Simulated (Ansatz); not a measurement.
Species: C2H10OSi2, net charge 0, singlet state. 
Coordinates optimised at B3LYP-D3(BJ)/def2-TZVP (Ansatz, a program for electronic structure):
SMILES: O([SiH2]C)[SiH2]C
```xyz
15

C     -2.6212     1.0509     0.2830
Si    -1.5864    -0.4112    -0.2267
O     -0.0018    -0.0485    -0.0061
Si     1.5574    -0.5405    -0.1403
C      2.6789     0.8309     0.4338
H     -2.3768     1.9295    -0.3171
H     -3.6837     0.8335     0.1496
H     -2.4550     1.2983     1.3333
H     -1.9350    -1.6023     0.5878
H     -1.8202    -0.7395    -1.6555
H      1.7608    -1.7570     0.6859
H      1.8426    -0.8859    -1.5557
H      2.5373     1.7288    -0.1708
H      3.7259     0.5288     0.3528
H      2.4794     1.0867     1.4762
```

Basis-set convergence of Hartree-Fock and MP2 correlation energies (hartree) with Ansatz. Correlated levels leave the core frozen unless marked. No spin-orbit coupling. Non-relativistic.

| basis | functions | E(HF) | E(corr, MP2) |
|---|---|---|---|
| aug-cc-pV(D+d)Z | 223 | -734.42544 | -0.71326 |
| aug-cc-pV(T+d)Z | 478 | (withheld) | (withheld) |

Q: Fill in the missing entries.

A: 
- aug-cc-pV(T+d)Z, E(HF): -734.50655
- aug-cc-pV(T+d)Z, E(corr, MP2): -0.85881
